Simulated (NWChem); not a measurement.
System: C$_{5}$H$_{5}$N; SMILES C#C/C=N/C=C

NWChem input:

```
start job
memory heap 200 mb stack 900 mb global 1100 mb
geometry units angstroms
  C      2.953877     0.439962     0.390820
  C      1.854789     0.051372     0.096603
  C      0.590628    -0.443110    -0.273132
  N     -0.482013     0.142202     0.077796
  C     -1.695485    -0.371400    -0.302927
  C     -2.824700     0.231361     0.057595
  H      3.907569     0.789833     0.654499
  H      0.606701    -1.363451    -0.881369
  H     -1.706591    -1.284339    -0.907218
  H     -3.787738    -0.151969    -0.228580
  H     -2.797265     1.127920     0.651473
end
basis spherical
  * library 6-31g*
end
dft
  xc b3lyp
  iterations 150
end
driver
  maxiter 120
end
task dft optimize
task dft freq
```

Parts of the log:

```
             Northwest Computational Chemistry Package (NWChem) 7.3.0
             --------------------------------------------------------

 CS  symmetry detected

                             Geometry "geometry" -> ""
                             -------------------------

 Output coordinates in angstroms (scale by  1.889725989 to convert to a.u.)

  No.       Tag          Charge          X              Y              Z
 ---- ---------------- ---------- -------------- -------------- --------------
    1 C                    6.0000     0.36925780     3.03599077     0.00000000
    2 C                    6.0000    -0.03334001     1.90308509     0.00000000
    3 C                    6.0000    -0.55317009     0.59576106     0.00000000
    4 N                    7.0000     0.20716102    -0.42315794     0.00000000
    5 C                    6.0000    -0.33841863    -1.68156732     0.00000000
    6 C                    6.0000     0.44594702    -2.75543602     0.00000000
    7 H                    1.0000     0.73376037     4.02016689     0.00000000
    8 H                    1.0000    -1.65443771     0.52906935     0.00000000
    9 H                    1.0000    -1.42932016    -1.77474679     0.00000000
   10 H                    1.0000     0.04194191    -3.75196001     0.00000000
   11 H                    1.0000     1.51627197    -2.64742537     0.00000000

 Effective nuclear repulsion energy (a.u.)     182.4303122652

      Symmetry information
      --------------------

 Group name             Cs
 Group number              2
 Group order               2
 No. of unique centers    11

                                Z-matrix (autoz)
                                --------

 Units are Angstrom for bonds and degrees for angles

      Type          Name      I     J     K     L     M      Value
      ----------- --------  ----- ----- ----- ----- ----- ----------
    1 Stretch                  1     2                       1.20231
    2 Stretch                  1     7                       1.04951
    3 Stretch                  2     3                       1.40688
    4 Stretch                  3     4                       1.27134
    5 Stretch                  3     8                       1.10329
    6 Stretch                  4     5                       1.37159
    7 Stretch                  5     6                       1.32982
    8 Stretch                  5     9                       1.09487
    9 Stretch                  6    10                       1.07530
   10 Stretch                  6    11                       1.07576
   11 Bend                     1     3     4               122.56218
   12 Bend                     1     3     8               114.17257
   13 Bend                     2     3     4               121.58499
   14 Bend                     2     3     8               115.14975
   15 Bend                     3     4     5               119.83020
   16 Bend                     4     3     8               123.26525
   17 Bend                     4     5     6               120.41619
   18 Bend                     4     5     9               118.32108
   19 Bend                     5     6    10               121.78685
   20 Bend                     5     6    11               120.38238
   21 Bend                     6     5     9               121.26273
   22 Bend                     7     3     4               122.67241
   23 Bend                     7     3     8               114.06233
   24 Bend                    10     6    11               117.83077
   25 Torsion                  2     3     4     5         180.00000
   26 Torsion                  3     4     5     6         180.00000
   27 Torsion                  3     4     5     9           0.00000
   28 Torsion                  1     2     4     3         180.00000
   29 Torsion                  4     5     6    10         180.00000
   30 Torsion                  4     5     6    11           0.00000
   31 Torsion                  5     4     3     8           0.00000
   32 Torsion                  3     4     1     7         180.00000
   33 Torsion                  5     4     3     7         180.00000
   34 Torsion                  3     8     1     7         180.00000
   35 Torsion                  1     2     8     3         180.00000
   36 Torsion                  9     5     6    10          -0.00000
   37 Torsion                  9     5     6    11         180.00000

                           NWChem Geometry Optimization
                           ----------------------------

 maximum gradient threshold         (gmax) =   0.000450
 rms gradient threshold             (grms) =   0.000300
 maximum cartesian step threshold   (xmax) =   0.001800
 rms cartesian step threshold       (xrms) =   0.001200
 fixed trust radius                (trust) =   0.300000
 source of zmatrix                         =   autoz

          -------------------
          Energy Minimization
          -------------------

 Using diagonal initial Hessian
 Scaling for Hessian diagonals: bonds = 1.00  angles = 0.25  torsions = 0.10

          --------
          Step   0

                                 NWChem DFT Module
                                 -----------------

[...]

      ----------------------
      Optimization converged
      ----------------------

  Step       Energy      Delta E   Gmax     Grms     Xrms     Xmax
  ---- ---------------- -------- -------- -------- -------- --------
@    6    -248.16804872 -1.9D-07  0.00006  0.00001  0.00031  0.00108
                                     ok       ok       ok       ok

                                Z-matrix (autoz)
                                --------

 Units are Angstrom for bonds and degrees for angles

[...]

 Rotational Constants
 --------------------
 A=   1.035803 cm-1  (  1.490256 K)
 B=   0.050137 cm-1  (  0.072134 K)
 C=   0.047822 cm-1  (  0.068804 K)

 Temperature                      =   298.15K
 frequency scaling parameter      =   1.0000

 Zero-Point correction to Energy  =   51.935 kcal/mol  (  0.082763 au)
 Thermal correction to Energy     =   55.929 kcal/mol  (  0.089129 au)
 Thermal correction to Enthalpy   =   56.521 kcal/mol  (  0.090072 au)

 Total Entropy                    =   77.486 cal/mol-K
   - Translational                =   38.999 cal/mol-K (mol. weight =  79.0422)
   - Rotational                   =   25.965 cal/mol-K (symmetry #  =        1)
   - Vibrational                  =   12.521 cal/mol-K

 Cv (constant volume heat capacity) =   22.140 cal/mol-K
   - Translational                  =    2.979 cal/mol-K
   - Rotational                     =    2.979 cal/mol-K
   - Vibrational                    =   16.182 cal/mol-K

[normal modes left out]

 ----------------------------------------------------------------------------
 Normal Eigenvalue ||           Projected Infra Red Intensities
  Mode   [cm**-1]  || [atomic units] [(debye/angs)**2] [(KM/mol)] [arbitrary]
 ------ ---------- || -------------- ----------------- ---------- -----------
    1       -0.000 ||    0.000066           0.002         0.065       0.045
    2       -0.000 ||    0.000133           0.003         0.129       0.089
    3        0.000 ||    0.000507           0.012         0.495       0.340
    4        0.000 ||    0.000904           0.021         0.881       0.606
    5        0.000 ||    0.002950           0.068         2.876       1.979
    6        0.000 ||    0.000006           0.000         0.006       0.004
    7      142.636 ||    0.011633           0.268        11.340       7.806
    8      145.477 ||    0.002863           0.066         2.791       1.921
    9      193.031 ||    0.000013           0.000         0.013       0.009
   10      329.081 ||    0.000654           0.015         0.637       0.439
   11      461.335 ||    0.002031           0.047         1.980       1.363
   12      491.106 ||    0.001604           0.037         1.564       1.077
   13      597.931 ||    0.000573           0.013         0.559       0.385
   14      621.463 ||    0.045545           1.051        44.399      30.564
   15      640.045 ||    0.046229           1.067        45.067      31.023
   16      733.910 ||    0.000436           0.010         0.425       0.292
   17      936.190 ||    0.041063           0.947        40.030      27.556
   18      966.143 ||    0.000000           0.000         0.000       0.000
   19      975.742 ||    0.008220           0.190         8.013       5.516
   20     1016.697 ||    0.017151           0.396        16.720      11.510
   21     1056.080 ||    0.021231           0.490        20.697      14.247
   22     1206.978 ||    0.022249           0.513        21.690      14.931
   23     1343.558 ||    0.006197           0.143         6.041       4.158
   24     1391.105 ||    0.022396           0.517        21.833      15.029
   25     1458.696 ||    0.001125           0.026         1.097       0.755
   26     1648.115 ||    0.039894           0.920        38.891      26.772
   27     1708.076 ||    0.001430           0.033         1.394       0.959
   28     2221.923 ||    0.013331           0.308        12.996       8.946
   29     3027.410 ||    0.043039           0.993        41.956      28.882
   30     3077.665 ||    0.054926           1.267        53.545      36.859
   31     3185.458 ||    0.003350           0.077         3.266       2.248
   32     3275.837 ||    0.006812           0.157         6.641       4.572
   33     3494.515 ||    0.073191           1.689        71.350      49.116
 ----------------------------------------------------------------------------
```

Level: B3LYP/6-31G* (spherical d).
